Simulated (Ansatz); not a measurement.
Basis sets compared for Sn22H28, a nanocrystal cut from cubic tin. Total charge 0; singlet. Geometry PBE-D4/def2-SVP. Ansatz on 11 threads of AMD EPYC 7R13 on a shared host and a whole NVIDIA H100 80GB HBM3; times are rough, and most runs start from earlier orbitals.

```xyz
50

Sn    0.799   -1.845   -4.556
Sn    0.002    2.727   -4.167
Sn    3.740   -3.921   -1.698
Sn   -0.775   -4.729   -1.351
Sn   -1.551   -0.194   -0.938
Sn   -3.168   -3.089    2.283
Sn    1.356   -2.255    1.910
Sn   -3.958    1.415    2.666
Sn    2.920    0.622   -1.282
Sn    2.141    5.180   -0.922
Sn    0.567    2.235    2.293
Sn   -2.369    4.337   -0.584
Sn   -1.032   -0.652    5.546
Sn    1.341   -4.224   -3.144
Sn    0.537    0.329   -2.769
Sn   -0.257    4.884   -2.370
Sn    3.478   -1.770    0.111
Sn   -1.053   -2.590    0.476
Sn   -1.853    1.965    0.862
Sn   -3.434   -0.953    4.104
Sn    1.081   -0.129    3.749
Sn    2.673    2.800    0.499
H     2.079   -1.513   -5.686
H    -0.663   -2.016   -5.483
H    -1.456    2.545   -5.097
H     1.288    3.035   -5.297
H     5.061   -3.625   -2.789
H     4.105   -5.385   -0.835
H    -2.263   -4.945   -2.224
H    -0.481   -6.203   -0.476
H    -3.037   -0.379   -1.836
H    -4.648   -3.309    1.397
H    -2.862   -4.574    3.134
H     1.676   -3.727    2.793
H    -5.453    1.268    1.790
H    -4.143    2.752    3.762
H     4.223    0.946   -2.398
H     3.452    5.534   -2.007
H     2.011    6.517    0.181
H     0.394    3.566    3.411
H    -3.864    4.171   -1.457
H    -2.575    5.661    0.524
H    -0.697   -2.094    6.455
H    -1.184    0.651    6.686
H     1.496   -5.552   -4.266
H    -0.595    6.350   -3.254
H     4.958   -1.570    1.016
H    -4.745   -1.275    5.208
H     2.576    0.060    4.629
H     4.159    2.967    1.400
```

In the def2 sets Sn takes a core potential; there is no spin–orbit coupling. Single mean-field runs in def2-SVP, def2-TZVP are fitted with def2-universal-jkfit.

Binding counts from free atoms (Sn triplet, H doublet) in the same basis, without a counterpoise term.

```
           level  functions  energy (Eh)  HOMO (eV)  LUMO (eV)  binding per atom (eV)  wall time
 PBE-D4/def2-SVP        712   -4731.8954      -5.73      -2.94                   2.48      4.1 s
PBE0-D4/def2-SVP        712   -4732.1597      -6.55      -2.27                   2.48        6 s
```

**Question.** Estimate the rows for PBE-D4/def2-TZVP (with forces), PBE0-D4/def2-TZVP.

**Answer.** 
```csv
level,functions,energy (Eh),HOMO (eV),LUMO (eV),binding per atom (eV),wall time
PBE-D4/def2-TZVP (with forces),1268,-4732.0592,-5.80,-3.06,2.49,9.5 s
PBE0-D4/def2-TZVP,1268,-4732.3031,-6.58,-2.35,2.49,9.5 s
```
